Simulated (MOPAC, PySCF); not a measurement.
ClF3Ge, SMILES `[F][Ge]([Cl])([F])[F]`, neutral singlet in the gas phase. 

Cartesian coordinates (Å):
SMILES: [F][Ge]([F])([F])[Cl]
```xyz
5

F     -0.8015     1.5224    -0.1526
Ge    -0.0481    -0.0040     0.0011
F     -0.5794    -0.6970     1.4703
F     -0.6173    -0.9920    -1.2721
Cl     2.0463     0.1707    -0.0467
```
Charge 0, multiplicity 1.

All levels are single points at this geometry (B3LYP-D3(BJ)/def2-TZVP); Pople sets use spherical d functions. Orbital energies aren't observables, and empty levels follow the basis.

HF/6-31G* in PySCF gives dipole (D) = 1.16.

Q: Estimate the dipole (D) from each of these levels: B3LYP-D3(BJ)/def2-TZVP in PySCF; M06-2X/6-31G* in PySCF; PBE/6-31G* in PySCF; HF/STO-3G in PySCF; PM3 in MOPAC.

A: 
```json
[
 {"level": "B3LYP-D3(BJ)/def2-TZVP in PySCF", "dipole (D)": "1.28"},
 {"level": "M06-2X/6-31G* in PySCF", "dipole (D)": "0.93"},
 {"level": "PBE/6-31G* in PySCF", "dipole (D)": "0.82"},
 {"level": "HF/STO-3G in PySCF", "dipole (D)": "1.25"},
 {"level": "PM3 in MOPAC", "dipole (D)": "0.23"}
]
```
